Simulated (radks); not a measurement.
Values are calculated unless marked as measured or tabulated.
Q: The mean radii <r> (bohr) of the occupied orbitals of an atom or ion are listed with their occupations. Level of theory: scalar-relativistic Kohn-Sham, BP86, spin-polarised, spherical densities, finite nucleus; Fermi nuclear charge, rms radius of each element as measured or else 0.836 A^(1/3) + 0.57 fm (a radial shooting solver on a logarithmic mesh with Libxc functionals).

orbital  occ.     <r>
1s up       1  0.1036
1s down     1  0.1036
2s up       1  0.5198
2s down     1  0.5197
2p up       3  0.4855
2p down     3  0.4852
3s up       1   1.889
3s down     1   1.909
3p up       3   2.324

Name the element and its charge. Open shells, if any, are filled with parallel spins first.

A: Z = 15, phosphorus, charge 0: P in [Ne] 3s2 3p3. The 1s radius gives Z: for a bare nucleus <r> = (2 gamma + 1)/(2Z) with gamma = sqrt(1 - (Z/c)^2), 0.0996 bohr for Z = 15, and screening makes it slightly larger (0.1036 here). The occupations add up to 15, and the charge is Z minus that.
